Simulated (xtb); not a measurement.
silyloxysilylformaldehyde (CH₆O₂Si₂), SMILES [SiH2](O[SiH3])C=O. All values are semi-empirical tight-binding results from xtb (GFN2-xTB unless named), good for trends rather than for accurate numbers. Geometry: GFN2-xTB. One conformer was computed; it need not be the lowest.

A frequency run showed that this geometry is not a minimum.

The point group as xtb finds it is Cs. The orbital gap is 2.42 eV and the dipole moment comes out as 3.21 D. The static polarisability (D4 model) is 78.6 bohr³. The solvation energy, GFN2-xTB/ALPB(water) is 0.3 kcal/mol and the solvation energy, GFN2-xTB/ALPB(octanol) is -2.7 kcal/mol.
